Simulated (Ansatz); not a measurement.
Start from `O=C[Se][Zn][Cl]` and change one atom or group to get `O=C[Se][GeH3]`.

Ansatz, PBE0-D4/def2-TZVP geometries, multiplicity 1. Each molecule was computed in one conformer, which needn't be the lowest. `O=C[Se][Zn][Cl]` holds a close contact that its SMILES doesn't draw: Zn···O 2.19 Å.

Scalar relativity is left out up to krypton. Spin–orbit coupling is left out; it splits and shifts lone-pair levels of the heavy atoms by tenths of an eV.

| property | `O=C[Se][Zn][Cl]` |
| --- | --- |
| HOMO energy (B3LYP/def2-TZVPP) / eV | -7.64 |
| HOMO–LUMO gap (PBE/def2-TZVPP) / eV | 3.71 |
| LUMO energy (B3LYP/def2-TZVPP) / eV | -2.33 |
| LUMO energy (PBE/def2-TZVPP) / eV | -3.08 |
| HOMO–LUMO gap (PBE0/def2-TZVPP) / eV | 5.76 |
| HOMO energy (PBE0/def2-TZVPP) / eV | -7.87 |

Q: Give the same properties after the change, and the shifts. (Estimate.)

A: Ansatz gave: 
| property | `O=C[Se][GeH3]` | shift |
| --- | --- | --- |
| HOMO energy (B3LYP/def2-TZVPP) / eV | -7.19 | 0.45 |
| HOMO–LUMO gap (PBE/def2-TZVPP) / eV | 4.15 | 0.44 |
| LUMO energy (B3LYP/def2-TZVPP) / eV | -1.36 | 0.97 |
| LUMO energy (PBE/def2-TZVPP) / eV | -2.17 | 0.91 |
| HOMO–LUMO gap (PBE0/def2-TZVPP) / eV | 6.28 | 0.52 |
| HOMO energy (PBE0/def2-TZVPP) / eV | -7.41 | 0.46 |

With PBE0 the HOMO rises by 0.46 eV and the LUMO rises by 0.98 eV, so the gap widens by about 0.52 eV. PBE moves the HOMO by 0.47 eV and ωB97M-V by 0.44 eV.

Positive LUMOs are unbound, so they and the gaps depend on the basis.

B3LYP here is the variant with VWN-RPA as its local correlation; programs differ in this.
